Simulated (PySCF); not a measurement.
PySCF input for ZrOF₂, SMILES [F][Zr]([F])=[O], multiplicity 1, TDA-PBE/def2-SVPD. The structure is a stationary point at B3LYP-D3(BJ)/def2-TZVP. The spin state was assumed, not searched. The def2 effective core potentials stand for the cores of Zr; spin–orbit coupling is left out.

```python
import numpy as np
from pyscf import gto, scf, dft, tdscf

mol = gto.M(
    atom='''
    Zr   -0.17067589    0.03324840    0.00000000
    O     0.29072500    1.72040587   -0.00000001
    F     0.25006865   -0.83851017    1.68827889
    F     0.25006865   -0.83851017   -1.68827889
    ''',
    basis='def2-SVPD',
    ecp={'Zr': 'def2-svp'},
    charge=0,
    spin=0,
    symmetry=True,
    max_memory=1600,
    verbose=4,
)
mf = dft.RKS(mol, xc='pbe').density_fit(auxbasis='def2-universal-jkfit')
mf.grids.level = 3
mf.conv_tol = 1e-9
mf.max_cycle = 100
mf.kernel()
mf.grids = dft.Grids(mol).set(level=1).build(with_non0tab=True)  # coarser grid for the response kernel
td = tdscf.TDA(mf)
td.singlet = True
td.nstates = 10
td.conv_tol = 1e-4
td.positive_eig_threshold = 1e-6
td.kernel(x0=td.get_init_guess(mf, 15))
td.analyze()
tt = tdscf.TDA(mf)
tt.singlet = False
tt.nstates = 4
tt.conv_tol = 1e-4
tt.positive_eig_threshold = 1e-6
tt.kernel(x0=tt.get_init_guess(mf, 9))
tt.analyze(verbose=3)
```

Output:

```
PySCF version 2.14.0

[INPUT] verbose = 4
[INPUT] num. atoms = 4
[INPUT] num. electrons = 38
[INPUT] charge = 0
[INPUT] spin (= nelec alpha-beta = 2S) = 0
[INPUT] symmetry True subgroup None
[INPUT] Mole.unit = angstrom
[INPUT] Symbol           X                Y                Z      unit          X                Y                Z       unit  Magmom
[INPUT]  1 Zr    -0.170675890000   0.033248400000   0.000000000000 AA   -0.322530688166   0.062830370080   0.000000000000 Bohr   0.0
[INPUT]  2 O      0.290725000000   1.720405870000  -0.000000010000 AA    0.549390627564   3.251095917394  -0.000000018897 Bohr   0.0
[INPUT]  3 F      0.250068650000  -0.838510170000   1.688278890000 AA    0.472561260840  -1.584554573962   3.190384723985 Bohr   0.0
[INPUT]  4 F      0.250068650000  -0.838510170000  -1.688278890000 AA    0.472561260840  -1.584554573962  -3.190384723985 Bohr   0.0

nuclear repulsion = 125.326755668535
point group symmetry = Cs
symmetry origin: [ 2.86322139e-09 -2.86322142e-09 -2.29057710e-09]
symmetry axis x: [ 1.00000000e+00 -1.49607380e-09  4.81152109e-10]
symmetry axis y: [-1.49607380e-09 -1.00000000e+00 -9.22051588e-09]
symmetry axis z: [-4.81152123e-10 -9.22051593e-09  1.00000000e+00]
num. orbitals of irrep A' = 62
num. orbitals of irrep A" = 41
number of shells = 39
number of NR pGTOs = 159
number of NR cGTOs = 103
basis = def2-SVPD
ecp = {'Zr': 'def2-svp'}


******** <class 'pyscf.df.df_jk.DFSymAdaptedRKS'> ********
method = DFSymAdaptedRKS
initial guess = minao
damping factor = 0
level_shift factor = 0
DIIS = <class 'pyscf.scf.diis.CDIIS'>
diis_start_cycle = 1
diis_space = 8
diis_damp = 0
SCF conv_tol = 1e-09
SCF conv_tol_grad = None
SCF max_cycles = 100
direct_scf = False
XC library pyscf.dft.libxc version 7.1.2
    S. Lehtola, C. Steigemann, M. J. T. Oliveira, and M. A. L. Marques,  SoftwareX 7, 1–5 (2018)
XC functionals = pbe
    J. P. Perdew, K. Burke, and M. Ernzerhof,  Phys. Rev. Lett. 77, 3865 (1996)
    J. P. Perdew, K. Burke, and M. Ernzerhof,  Phys. Rev. Lett. 78, 1396 (1997)
    J. P. Perdew, K. Burke, and M. Ernzerhof,  Phys. Rev. Lett. 77, 3865 (1996)
    J. P. Perdew, K. Burke, and M. Ernzerhof,  Phys. Rev. Lett. 78, 1396 (1997)
radial grids:
    Treutler-Ahlrichs [JCP 102, 346 (1995); DOI:10.1063/1.469408] (M4) radial grids

becke partition: Becke, JCP 88, 2547 (1988); DOI:10.1063/1.454033
pruning grids: <function nwchem_prune>
grids dens level: 3
symmetrized grids: True
atomic radii adjust function: <function treutler_atomic_radii_adjust>
small_rho_cutoff = 0
Freeze 0 electrons in irreps []
    38 free electrons in irreps A' A"
Set gradient conv threshold to 3.16228e-05
Initial guess from minao.
tot grids = 65000
init E= -315.49814578415
HOMO (A") = -0.64336754045073  LUMO (A') = -0.461372782423243  gap/eV = 4.95233
cycle= 1 E= -321.509304321958  delta_E= -6.01  |g|= 0.943  |ddm|= 4.19
HOMO (A') = -0.079728619708457  LUMO (A') = -0.070074591409912  gap/eV = 0.26270
cycle= 2 E= -321.144484167345  delta_E= 0.365  |g|= 1.64  |ddm|= 2.45
HOMO (A') = -0.304492127782454  LUMO (A') = -0.112995259251722  gap/eV = 5.21090
cycle= 3 E= -321.530674359115  delta_E= -0.386  |g|= 0.915  |ddm|= 1.58
HOMO (A") = -0.278065738060707  LUMO (A') = -0.155150652612047  gap/eV = 3.34469
cycle= 4 E= -321.723522683768  delta_E= -0.193  |g|= 0.104  |ddm|= 0.802
HOMO (A") = -0.270754568720815  LUMO (A') = -0.148305470848118  gap/eV = 3.33201
cycle= 5 E= -321.725494683248  delta_E= -0.00197  |g|= 0.0332  |ddm|= 0.0776
HOMO (A") = -0.271843345728444  LUMO (A') = -0.148030327845991  gap/eV = 3.36912
cycle= 6 E= -321.725677562376  delta_E= -0.000183  |g|= 0.0162  |ddm|= 0.0308
HOMO (A") = -0.272090330637363  LUMO (A') = -0.147656656883228  gap/eV = 3.38601
cycle= 7 E= -321.725712697863  delta_E= -3.51e-05  |g|= 0.0085  |ddm|= 0.0134
HOMO (A") = -0.27274150563093  LUMO (A') = -0.148140278100811  gap/eV = 3.39057
cycle= 8 E= -321.725726424808  delta_E= -1.37e-05  |g|= 0.000978  |ddm|= 0.00627
HOMO (A") = -0.272743054503528  LUMO (A') = -0.148072871355691  gap/eV = 3.39245
cycle= 9 E= -321.725726636732  delta_E= -2.12e-07  |g|= 0.000155  |ddm|= 0.000888
HOMO (A") = -0.272734575386054  LUMO (A') = -0.148067798437953  gap/eV = 3.39236
cycle= 10 E= -321.72572664154  delta_E= -4.81e-09  |g|= 4.07e-05  |ddm|= 0.000195
HOMO (A") = -0.272731417983996  LUMO (A') = -0.148067226814877  gap/eV = 3.39229
cycle= 11 E= -321.72572664189  delta_E= -3.49e-10  |g|= 4.62e-06  |ddm|= 3.97e-05
HOMO (A") = -0.272731110391536  LUMO (A') = -0.148067818507329  gap/eV = 3.39226
Extra cycle  E= -321.725726641856  delta_E= 3.41e-11  |g|= 1.39e-05  |ddm|= 1.39e-05
converged SCF energy = -321.725726641856
tot grids = 23992
Overwritten attributes  positive_eig_threshold  of <class 'pyscf.tdscf.rks.TDA'>


******** <class 'pyscf.tdscf.rks.TDA'> for <class 'pyscf.df.df_jk.DFSymAdaptedRKS'> ********
nstates = 10 singlet
deg_eia_thresh = 1.000e-03
wfnsym = None
conv_tol = 0.0001
eigh lindep = 1e-12
eigh level_shift = 0
eigh max_cycle = 100


Excitation energies (eV)
[3.41133531 3.6227529  4.00750943 4.93145757 5.03755772 5.42772108
 5.49573047 5.66966495 5.81227246 5.86783743]

** Singlet excitation energies and oscillator strengths **
Excited State   1:   A"      3.41134 eV    363.45 nm  f=0.0017
      19 -> 20        0.70672
Excited State   2:   A'      3.62275 eV    342.24 nm  f=0.0004
      18 -> 20       -0.70042
Excited State   3:   A'      4.00751 eV    309.38 nm  f=0.0099
      17 -> 20       -0.70043
Excited State   4:   A'      4.93146 eV    251.41 nm  f=0.0076
      19 -> 21        0.69614
Excited State   5:   A"      5.03756 eV    246.12 nm  f=0.0007
      18 -> 21        0.70376
Excited State   6:   A"      5.42772 eV    228.43 nm  f=0.0003
      16 -> 20        0.20015
      17 -> 21       -0.66542
      19 -> 22        0.11402
Excited State   7:   A"      5.49573 eV    225.60 nm  f=0.0052
      16 -> 20       -0.67379
      17 -> 21       -0.18537
Excited State   8:   A"      5.66966 eV    218.68 nm  f=0.0000
      17 -> 21       -0.13034
      19 -> 22       -0.69133
Excited State   9:   A'      5.81227 eV    213.31 nm  f=0.0093
      14 -> 20       -0.14776
      15 -> 20       -0.68875
Excited State  10:   A'      5.86784 eV    211.29 nm  f=0.0036
      14 -> 20       -0.17341
      18 -> 22        0.68025

** Transition electric dipole moments (AU) **
state          X           Y           Z        Dip. S.      Osc.
  1         0.0000      0.0000      0.1435      0.0206      0.0017
  2         0.0186      0.0651     -0.0000      0.0046      0.0004
  3        -0.1933      0.2528     -0.0000      0.1013      0.0099
  4         0.1414     -0.2080      0.0000      0.0632      0.0076
  5        -0.0000      0.0000      0.0727      0.0053      0.0007
  6        -0.0000      0.0000     -0.0494      0.0024      0.0003
  7         0.0000      0.0000      0.1964      0.0386      0.0052
  8        -0.0000      0.0000      0.0033      0.0000      0.0000
  9         0.1935      0.1677     -0.0000      0.0655      0.0093
 10        -0.1331      0.0863      0.0000      0.0252      0.0036

WARN: ECP detected. Skipping calculation of transition velocity and magnetic dipole moments, which have not yet been implemented.



******** <class 'pyscf.tdscf.rks.TDA'> for <class 'pyscf.df.df_jk.DFSymAdaptedRKS'> ********
nstates = 4 triplet
deg_eia_thresh = 1.000e-03
wfnsym = None
conv_tol = 0.0001
eigh lindep = 1e-12
eigh level_shift = 0
eigh max_cycle = 100


Excitation energies (eV)
[3.33267625 3.38744755 3.72669772 4.68969609]

** Triplet excitation energies and oscillator strengths **
Excited State   1:   A"      3.33268 eV    372.03 nm  f=0.0000
Excited State   2:   A'      3.38745 eV    366.01 nm  f=0.0000
Excited State   3:   A'      3.72670 eV    332.69 nm  f=0.0000
Excited State   4:   A'      4.68970 eV    264.38 nm  f=0.0000
```

Self-consistency was reached.

Cost: roughly 13 core-seconds.
